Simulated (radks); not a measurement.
All-electron atom: Kr+ in [Ar] 3d10 4s2 4p5. Calculated with a radial shooting solver on a logarithmic mesh with Libxc functionals: Dirac Kohn-Sham, LDA (Slater exchange, Perdew-Wang correlation), spin-unpolarised, spherical densities, point nucleus; open shells fill j = l - 1/2 first.

Spin-orbit splittings of the eigenvalues, e(l+1/2) - e(l-1/2), with zeta = 2 splitting/(2l+1) and mean radii in bohr:

| shell | occ. | splitting (eV) | zeta (eV) | <r> j=l-1/2 | <r> j=l+1/2 |
|---|---|---|---|---|---|
| 2p | 6 | 53.73 | 35.82 | 0.1575 | 0.1615 |
| 3p | 6 | 7.927 | 5.284 | 0.5341 | 0.5447 |
| 3d | 10 | 1.306 | 0.5222 | 0.5535 | 0.5575 |
| 4p | 5 | 0.7345 | 0.4897 | 1.802 | 1.840 |
